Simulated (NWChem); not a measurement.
System: C2H2ClFOSi; SMILES FC1=CO[Si@H]1Cl

Input file for NWChem:

```
start job
memory heap 200 mb stack 900 mb global 1100 mb
geometry units angstroms noautoz
  F     -1.319281    -2.226402    -0.073395
  C     -0.330570    -1.333256    -0.047379
  C      0.966491    -1.442987    -0.447443
  O      1.625396    -0.234723    -0.177973
  Si     0.168867     0.343123     0.593907
  Cl    -0.563985     2.069623    -0.256975
  H      1.555260    -2.260460    -0.896708
  H      0.358819     0.585966     2.053962
end
basis spherical
  * library def2-svp
end
dft
  xc b3lyp
  iterations 150
  mulliken
end
task dft energy
```

Excerpt of the output:

```
             Northwest Computational Chemistry Package (NWChem) 7.3.0
             --------------------------------------------------------

 C1  symmetry detected

                             Geometry "geometry" -> ""
                             -------------------------

 Output coordinates in angstroms (scale by  1.889725989 to convert to a.u.)

  No.       Tag          Charge          X              Y              Z
 ---- ---------------- ---------- -------------- -------------- --------------
    1 F                    9.0000    -1.36036564    -2.19412885    -0.06283322
    2 C                    6.0000    -0.35287131    -1.32218939    -0.03807839
    3 C                    6.0000     0.94428776    -1.46351675    -0.42777604
    4 O                    8.0000     1.62714242    -0.26715654    -0.16490052
    5 Si                  14.0000     0.17803462     0.34911330     0.59106214
    6 Cl                  17.0000    -0.51154471     2.08276645    -0.28117727
    7 H                    1.0000     1.51845083    -2.29766613    -0.86513362
    8 H                    1.0000     0.36297732     0.60169915     2.05010693

 Effective nuclear repulsion energy (a.u.)     344.1687413556

                                 NWChem DFT Module
                                 -----------------

 Summary of "ao basis" -> "ao basis" (spherical)
 ------------------------------------------------------------------------------
       Tag                 Description            Shells   Functions and Types
 ---------------- ------------------------------  ------  ---------------------
 F                          def2-svp                 6       14   3s2p1d
 C                          def2-svp                 6       14   3s2p1d
 O                          def2-svp                 6       14   3s2p1d
 Si                         def2-svp                 8       18   4s3p1d
 Cl                         def2-svp                 8       18   4s3p1d
 H                          def2-svp                 3        5   2s1p

            General Information
            -------------------
          SCF calculation type: DFT
          Wavefunction type:  closed shell.
          No. of atoms     :     8
          No. of electrons :    62
           Alpha electrons :    31
            Beta electrons :    31
          Charge           :     0
          Spin multiplicity:     1
          Use of symmetry is: off; symmetry adaption is: off
          Maximum number of iterations: 150
          AO basis - number of functions:   102
                     number of shells:    46
          Convergence on energy requested:  1.00D-06
          Convergence on density requested:  1.00D-05
          Convergence on gradient requested:  5.00D-04

              XC Information
              --------------
                         B3LYP Method XC Potential
                     Hartree-Fock (Exact) Exchange  0.200
                        Slater Exchange Functional  0.800 local
                    Becke 1988 Exchange Functional  0.720 non-local
              Lee-Yang-Parr Correlation Functional  0.810
                  VWN I RPA Correlation Functional  0.190 local

             Grid Information
             ----------------
          Grid used for XC integration:  medium
          Radial quadrature: Mura-Knowles
          Angular quadrature: Lebedev.
          Tag              B.-S. Rad. Rad. Pts. Rad. Cut. Ang. Pts.
          ---              ---------- --------- --------- ---------
          F                   0.50       49          11.0       434
          C                   0.70       49          10.0       434
          O                   0.60       49           8.0       434
          Si                  1.10       88          10.0       590
          Cl                  1.00       88          12.0       590
          H                   0.35       45          11.0       434
          Grid pruning is: on
          Number of quadrature shells:   462
          Spatial weights used:  Erf1

      Superposition of Atomic Density Guess
      -------------------------------------

 Sum of atomic energies:        -998.29390785

      Non-variational initial energy
      ------------------------------

 Total energy =   -1000.618000
 1-e energy   =   -2065.247621
 2-e energy   =     720.460880
 HOMO         =      -0.249479
 LUMO         =       0.034692

     ---------------------------------------------
      Total Density - Mulliken Population Analysis
     ---------------------------------------------

    Atom       Charge   Shell Charges
 -----------   ------   -------------------------------------------------------
    1 F    9     9.35   1.99  1.14  0.77  3.42  2.03  0.01
    2 C    6     5.87   1.99  0.94  0.32  1.75  0.80  0.06
    3 C    6     5.74   1.99  0.95  0.28  1.74  0.72  0.06
    4 O    8     8.78   1.99  1.11  0.72  3.00  1.95  0.01
    5 Si  14    12.88   2.00  1.99  0.94  0.20  5.93  0.89  0.65  0.27
    6 Cl  17    17.39   2.00  1.99  1.22  0.72  5.94  2.15  3.35  0.01
    7 H    1     0.91   0.66  0.23  0.02
    8 H    1     1.07   0.69  0.38  0.01

   convergence    iter        energy       DeltaE   RMS-Dens  Diis-err
 ---------------- ----- ----------------- --------- --------- ---------
 d= 0,ls=0.0,diis     1  -1001.6755828016 -1.35D+03  1.57D-02  9.43D-01
 d= 0,ls=0.0,diis     2  -1001.5812535641  9.43D-02  9.72D-03  1.95D+00
 d= 0,ls=0.0,diis     3  -1001.7727857967 -1.92D-01  3.25D-03  1.21D-01
 d= 0,ls=0.0,diis     4  -1001.7809569515 -8.17D-03  1.61D-03  4.04D-02
 d= 0,ls=0.0,diis     5  -1001.7856961831 -4.74D-03  3.82D-04  2.01D-03
  Resetting Diis
 d= 0,ls=0.0,diis     6  -1001.7858944053 -1.98D-04  1.18D-04  1.34D-04
 d= 0,ls=0.0,diis     7  -1001.7859116924 -1.73D-05  5.24D-05  9.52D-06
 d= 0,ls=0.0,diis     8  -1001.7859103821  1.31D-06  3.09D-05  2.06D-05
 d= 0,ls=0.0,diis     9  -1001.7859127777 -2.40D-06  5.46D-06  3.44D-07
 d= 0,ls=0.0,diis    10  -1001.7859128184 -4.06D-08  1.50D-06  3.72D-08

         Total DFT energy =    -1001.785912818377
      One electron energy =    -2067.372747207814
           Coulomb energy =      801.275541725918
    Exchange-Corr. energy =      -79.857448692055
 Nuclear repulsion energy =      344.168741355574

 Numeric. integr. density =       61.999995336732

                       DFT Final Molecular Orbital Analysis
                       ------------------------------------

 Vector   29  Occ=2.000000D+00  E=-3.430341D-01
              MO Center= -2.1D-01,  1.5D+00, -1.9D-01, r^2= 2.8D+00
   Bfn.  Coefficient  Atom+Function         Bfn.  Coefficient  Atom+Function
  ----- ------------  ---------------      ----- ------------  ---------------
    85      0.433056  6 Cl px                87     -0.368322  6 Cl pz
    82      0.327523  6 Cl px                84     -0.281523  6 Cl pz
    46      0.207653  4 O  px                79      0.189770  6 Cl px
    81     -0.162833  6 Cl pz                49      0.141569  4 O  px
    17      0.103581  2 C  s                 31     -0.082498  3 C  s

 Vector   30  Occ=2.000000D+00  E=-3.184381D-01
              MO Center= -2.9D-01,  1.6D-01,  1.3D-01, r^2= 4.5D+00
   Bfn.  Coefficient  Atom+Function         Bfn.  Coefficient  Atom+Function
  ----- ------------  ---------------      ----- ------------  ---------------
    87      0.272804  6 Cl pz                86      0.261439  6 Cl py
    19      0.236233  2 C  py                17      0.226634  2 C  s
    84      0.203374  6 Cl pz                 5      0.197330  1 F  py
    83      0.195109  6 Cl py                98     -0.194690  8 H  s
    32      0.170125  3 C  px                99     -0.156979  8 H  s

 Vector   31  Occ=2.000000D+00  E=-2.443422D-01
              MO Center=  4.4D-01, -1.1D+00, -1.7D-01, r^2= 2.3D+00
   Bfn.  Coefficient  Atom+Function         Bfn.  Coefficient  Atom+Function
  ----- ------------  ---------------      ----- ------------  ---------------
    48     -0.345065  4 O  pz                20      0.339612  2 C  pz
    51     -0.286789  4 O  pz                34      0.274256  3 C  pz
    23      0.234087  2 C  pz                 6      0.218156  1 F  pz
    37      0.183586  3 C  pz                 9     -0.178996  1 F  pz
    19     -0.154996  2 C  py                47      0.142256  4 O  py

 Vector   32  Occ=0.000000D+00  E=-2.725597D-02
              MO Center=  3.7D-01, -8.6D-01, -6.0D-02, r^2= 3.2D+00
   Bfn.  Coefficient  Atom+Function         Bfn.  Coefficient  Atom+Function
  ----- ------------  ---------------      ----- ------------  ---------------
    37      0.520728  3 C  pz                34      0.420299  3 C  pz
    68      0.418734  5 Si py                69     -0.407923  5 Si pz
    23     -0.304447  2 C  pz                20     -0.291026  2 C  pz
    99      0.286108  8 H  s                 78     -0.258022  6 Cl s
    86      0.253210  6 Cl py                22      0.163507  2 C  py

 Vector   33  Occ=0.000000D+00  E=-1.371666D-02
              MO Center= -1.5D-01,  3.1D-01,  6.4D-01, r^2= 3.5D+00
   Bfn.  Coefficient  Atom+Function         Bfn.  Coefficient  Atom+Function
  ----- ------------  ---------------      ----- ------------  ---------------
    67      0.910462  5 Si px                17      0.769980  2 C  s
    60     -0.514916  5 Si s                 31     -0.432013  3 C  s
    45     -0.395082  4 O  s                 22      0.293665  2 C  py
    64      0.295074  5 Si px                35      0.278140  3 C  px
    99      0.256977  8 H  s                 21      0.237615  2 C  px

[...]
```

Level: B3LYP/def2-SVP. The geometry was optimised at PBE-D3(BJ)/def2-SVP.
